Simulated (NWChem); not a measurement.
System: C$_{2}$H$_{2}$I$_{2}$; SMILES C=C(I)I

The following NWChem deck was run.

```
start job
memory heap 200 mb stack 900 mb global 1100 mb
geometry units angstroms noautoz
  C      0.000000     0.000000    -2.215063
  C      0.000000     0.000000    -0.883691
  I     -1.785248     0.000000     0.221834
  I      1.785248     0.000000     0.221834
  H      0.938139     0.000000    -2.776497
  H     -0.938139     0.000000    -2.776497
end
basis spherical
  * library def2-svp
end
ecp
  I library def2-ecp
end
dft
  xc b3lyp
  iterations 150
  mulliken
end
task dft energy
```

NWChem printed, in part:

```
             Northwest Computational Chemistry Package (NWChem) 7.3.0
             --------------------------------------------------------

 C2V symmetry detected

                             Geometry "geometry" -> ""
                             -------------------------

 Output coordinates in angstroms (scale by  1.889725989 to convert to a.u.)

  No.       Tag          Charge          X              Y              Z
 ---- ---------------- ---------- -------------- -------------- --------------
    1 C                    6.0000     0.00000000     0.00000000    -2.20980372
    2 C                    6.0000     0.00000000     0.00000000    -0.87843172
    3 I                   53.0000    -1.78524800     0.00000000     0.22709328
    4 I                   53.0000     1.78524800     0.00000000     0.22709328
    5 H                    1.0000     0.93813900     0.00000000    -2.77123772
    6 H                    1.0000    -0.93813900     0.00000000    -2.77123772

 Effective nuclear repulsion energy (a.u.)     743.2626225155

      Symmetry information
      --------------------

 Group name             C2v
 Group number             16
 Group order               4
 No. of unique centers     4

                                 NWChem DFT Module
                                 -----------------

 Summary of "ao basis" -> "ao basis" (spherical)
 ------------------------------------------------------------------------------
       Tag                 Description            Shells   Functions and Types
 ---------------- ------------------------------  ------  ---------------------
 C                          def2-svp                 6       14   3s2p1d
 I                          def2-svp                10       26   4s4p2d
 H                          def2-svp                 3        5   2s1p

      Symmetry analysis of basis
      --------------------------

        a1         36
        a2         11
        b1         28
        b2         15

            General Information
            -------------------
          SCF calculation type: DFT
          Wavefunction type:  closed shell.
          No. of atoms     :     6
          No. of electrons :    64
           Alpha electrons :    32
            Beta electrons :    32
          Charge           :     0
          Spin multiplicity:     1
          Use of symmetry is: on ; symmetry adaption is: on
          Maximum number of iterations: 150
          AO basis - number of functions:    90
                     number of shells:    38
          Convergence on energy requested:  1.00D-06
          Convergence on density requested:  1.00D-05
          Convergence on gradient requested:  5.00D-04

              XC Information
              --------------
                         B3LYP Method XC Potential
                     Hartree-Fock (Exact) Exchange  0.200
                        Slater Exchange Functional  0.800 local
                    Becke 1988 Exchange Functional  0.720 non-local
              Lee-Yang-Parr Correlation Functional  0.810
                  VWN I RPA Correlation Functional  0.190 local

             Grid Information
             ----------------
          Grid used for XC integration:  medium
          Radial quadrature: Mura-Knowles
          Angular quadrature: Lebedev.
          Tag              B.-S. Rad. Rad. Pts. Rad. Cut. Ang. Pts.
          ---              ---------- --------- --------- ---------
          C                   0.70       49          10.0       434
          I                   1.40      123          11.0       590
          H                   0.35       45          11.0       434
          Grid pruning is: on
          Number of quadrature shells:   266
          Spatial weights used:  Erf1

      Superposition of Atomic Density Guess
      -------------------------------------

 Sum of atomic energies:        -770.50241883

      Non-variational initial energy
      ------------------------------

 Total energy =    -670.887669
 1-e energy   =   -1653.728622
 2-e energy   =     723.626306
 HOMO         =      -0.272798
 LUMO         =      -0.034101

      Symmetry analysis of molecular orbitals - initial
      -------------------------------------------------

  Numbering of irreducible representations:

     1 a1          2 a2          3 b1          4 b2

  Orbital symmetries:

     1 a1          2 a1          3 a1          4 b1          5 a1
     6 b1          7 a1          8 b2          9 b1         10 a2
    11 a1         12 b1         13 a1         14 b2         15 a2
    16 b1         17 a1         18 b2         19 a2         20 b1
    21 a1         22 a1         23 b1         24 a1         25 b1
    26 a1         27 b2         28 b1         29 a1         30 a2
    31 b1         32 b2         33 a1         34 b2         35 b1
    36 a1         37 b1         38 a1         39 a1         40 b1
    41 a1         42 b1

     ---------------------------------------------
      Total Density - Mulliken Population Analysis
     ---------------------------------------------

    Atom       Charge   Shell Charges
 -----------   ------   -------------------------------------------------------
    1 C    6     6.26   1.99  0.97  0.26  2.04  0.98  0.02
    2 C    6     5.88   1.99  0.93  0.31  1.49  1.11  0.04
    3 I   25    25.05   1.83  0.22  1.23  0.66  2.93  3.13  2.56  2.47  9.82  0.20
    4 I   25    25.05   1.83  0.22  1.23  0.66  2.93  3.13  2.56  2.47  9.82  0.20
    5 H    1     0.88   0.65  0.20  0.03
    6 H    1     0.88   0.65  0.20  0.03

[...]
```

Level: B3LYP/def2-SVP with def2 effective core potentials on I. Coordinates come from a PBE0/def2-SVP optimisation. def2 effective core potentials on I; no spin-orbit coupling.
